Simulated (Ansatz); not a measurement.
Ansatz (a quantum-chemistry and plane-wave program) input:
A basis named .json is the Basis Set Exchange file of that set.

Ansatz 0.2 input:
```yaml
crystal:
  periodic: [false, false, false]
  atoms:
    - {symbol: C, position_ang: [-2.32034717, 0.10639473, 0.39775871]}
    - {symbol: C, position_ang: [-0.94515743, 0.61839879, 0.09501173]}
    - {symbol: C, position_ang: [-0.86245826, 2.10948597, -0.08670572]}
    - {symbol: C, position_ang: [0.15277590, -0.13806365, -0.01358440]}
    - {symbol: Si, position_ang: [1.88826680, 0.47151299, -0.39082564]}
    - {symbol: Cl, position_ang: [0.05789115, -1.89363306, 0.20941513]}
    - {symbol: H, position_ang: [-3.01005613, 0.39253503, -0.40169303]}
    - {symbol: H, position_ang: [-2.34851863, -0.97282609, 0.51273967]}
    - {symbol: H, position_ang: [-2.69683896, 0.56648092, 1.31616224]}
    - {symbol: H, position_ang: [0.14234562, 2.46688349, -0.30506403]}
    - {symbol: H, position_ang: [-1.21035355, 2.61890987, 0.81643538]}
    - {symbol: H, position_ang: [-1.51619890, 2.42743651, -0.90384843]}
    - {symbol: H, position_ang: [2.79665163, -0.68824922, -0.47496892]}
    - {symbol: H, position_ang: [1.91380656, 1.21116345, -1.67556449]}
    - {symbol: H, position_ang: [2.36039929, 1.39095135, 0.67242150]}
basis:
  gaussian:
    orbitals: aug-cc-pV_D+d_Z.json
magnetization: {spin_polarized: false}
correlation: {method: ccsd_t, electrons: outside_noble_gas}
output: {forces: true}
```

Task: What final total energy does it print?

Result: -906.10181 Eh (CCSD(T)/aug-cc-pV(D+d)Z). The basis has 237 functions.
